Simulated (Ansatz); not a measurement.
Total energies of `CC#[N+][Al-]([CH3])([CH3])[OH]`.

```xyz
17

C     1.3395   -1.6951   -2.6532
C     0.7409   -1.0623   -1.5034
N     0.2690   -0.5647   -0.5888
Al   -0.4858    0.2854    1.1375
C     1.0880    1.3327    1.6714
C    -2.0824    1.1832    0.4085
O    -0.7327   -1.1493    2.0741
H     2.0083   -2.4920   -2.3244
H     0.5604   -2.1183   -3.2889
H     1.9092   -0.9594   -3.2229
H     1.4099    2.0332    0.8930
H     0.8788    1.9289    2.5661
H     1.9412    0.6903    1.9126
H    -2.6320    1.7152    1.1930
H    -1.8219    1.9290   -0.3507
H    -2.7885    0.4843   -0.0535
H    -1.6018   -1.5411    2.1297
```

Total charge 0; spin multiplicity 1. Geometry: relaxed with PBE0-D4/def2-TZVP. It is one conformer, not always the lowest. Basis def2-TZVPP, Ansatz.

RPA on PBE orbitals: Hartree–Fock energy of these orbitals -528.66637 Eh, correlation -1.95950 Eh (frozen core).

```csv
functional,energy without D4 (Eh),D4 term (kJ/mol)
LDA (SPW92),-527.50996,–
PBE,-530.54728,-31.9
revPBE,-530.90951,-93.1
BLYP,-530.94920,-67.9
r2SCAN,-530.86402,-8.9
B97M-V,-530.97307,–
PBE0,-530.59555,-27.4
B3LYP,-531.09300,-50.4
r2SCANh,-530.84718,-9.4
r2SCAN0,-530.82339,-10.3
HSE06 (plane-wave form),-530.57333,-25.7
BHLYP,-530.88895,-38.4
CAM-B3LYP,-530.92405,-27.9
LC-ωPBE,-530.78936,–
ωB97X-V,-530.92651,–
ωB97M-V,-530.91401,–
B2PLYP,-530.70636,–
PBE-QIDH,-530.47212,–
```

B3LYP takes the VWN-RPA correlation (the form of Gaussian; ORCA's B3LYP/G). HSE06 is the plane-wave form, built on full-range PBE exchange. The double hybrids freeze the cores in their second-order part.

LC-ωPBE has ω = 0.4 bohr⁻¹.
